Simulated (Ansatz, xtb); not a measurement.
## C4H6BF3O: 4 structures ranked

4 gas-phase structures of C4H6BF3O, from a drawn sample of its isomers (lower ones may exist). Each was relaxed with GFN2-xTB; where two conformers were screened, the lower at r2SCAN-D4/def2-SVP is listed:

A. `FB(F)[C@@H]1OCC[C@@H]1F`, a singlet
B. `CO/C(=C\CF)B(F)F`, a singlet
C. `OC/C(=C\CF)B(F)F`, a singlet
D. `C=C(CB(F)F)OCF`, a singlet

Make a reasoned guess at their ranking by r2SCAN-D4/def2-SVP single-point energy.

Calculated order at r2SCAN-D4/def2-SVP: A (0.0), D (6.6), C (13.1), B (17.0) kcal/mol.

Energies above the lowest of each column, in kcal/mol; the last columns are at PBE-D3(BJ)/def2-SVP geometries (a dash: not run or not comparable):

```json
{"structure": "A", "GFN2-xTB": "0.0", "HF/STO-3G": "0.0", "r2SCAN-D4/def2-SVP": "0.0", "PBE-D3(BJ)/def2-SVP": "0.0", "CCSD(T)/def2-SVP + ΔMP2/def2-TZVPP": "0.0"}
{"structure": "D", "GFN2-xTB": "15.3", "HF/STO-3G": "38.7", "r2SCAN-D4/def2-SVP": "6.6", "PBE-D3(BJ)/def2-SVP": "7.8", "CCSD(T)/def2-SVP + ΔMP2/def2-TZVPP": "8.2"}
{"structure": "C", "GFN2-xTB": "21.0", "HF/STO-3G": "50.6", "r2SCAN-D4/def2-SVP": "13.1", "PBE-D3(BJ)/def2-SVP": "13.7", "CCSD(T)/def2-SVP + ΔMP2/def2-TZVPP": "9.6"}
{"structure": "B", "GFN2-xTB": "18.9", "HF/STO-3G": "45.9", "r2SCAN-D4/def2-SVP": "17.0", "PBE-D3(BJ)/def2-SVP": "17.9", "CCSD(T)/def2-SVP + ΔMP2/def2-TZVPP": "–"}
```

Every level run on A puts it lowest or level with the lowest. Flexible structures stand in one conformer each, not always the lowest. Frequencies (GFN2-xTB) were run for A, C, D alone. ΔMP2 is the change of the MP2 energy from the smaller to the larger basis.

Over these structures GFN2-xTB departs from r2SCAN-D4/def2-SVP by 3.7 kcal/mol on average once a common shift is removed. A GFN2-xTB relaxation took about 0.16 s and the r2SCAN-D4/def2-SVP energy about 2.4 s on a shared host (Ansatz 0.2.0, xtb 6.7.1).
